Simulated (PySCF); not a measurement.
**Two-component Hartree-Fock for Zr(4+) (zirconium, charge +4)**

Start: [Kr]. Calculated with PySCF 2.14 in x2c-QZVPPall-2c (13s12p9d3f2g, 133 functions): generalised Hartree-Fock with the X2C-1e Hamiltonian and a Gaussian nucleus; one run each with spin-orbit coupling (SO) switched off, then screened by Boettger's factors.

```
spinor shell  electrons  ε, spin-free (eV)  ε, screened SO (eV)  weight of nominal j (screened SO)  rms radius, screened SO (bohr)
       1s1/2          2           -18141.1             -18140.4                              1.000                          0.0426
       2s1/2          2            -2622.9              -2622.7                              1.000                           0.176
       2p1/2          2            -2337.4              -2396.7                              1.000                           0.154
       2p3/2          4            -2337.4              -2309.5                              1.000                           0.158
       3s1/2          2            -496.90              -496.84                              1.000                           0.487
       3p1/2          2            -401.16              -411.00                              1.000                           0.488
       3p3/2          4            -401.16              -396.50                              1.000                           0.499
       3d3/2          4            -243.88              -245.42                              1.000                           0.493
       3d5/2          6            -243.88              -242.80                              1.000                           0.496
       4s1/2          2            -109.04              -109.03                              1.000                            1.27
       4p1/2          2            -80.609              -81.996                              1.000                            1.39
       4p3/2          4            -80.609              -79.947                              1.000                            1.42
```

```
   quantity    spin-free  screened SO
E (hartree)  -3593.35593  -3593.70404
        M_J            0            0
       ⟨J²⟩        0.000        0.000
       ⟨L²⟩        0.000        0.007
       ⟨S²⟩        0.000        0.007
```

Breit and QED terms are absent; they matter most for the inner s and p1/2 levels.

Densities and radii are taken from the X2C orbitals without a picture-change correction, which distorts them close to the nucleus.

Without spin-orbit coupling the j labels of p, d and f shells carry no meaning; the spin-free column gives the mean over the occupied spinors of each nl shell.
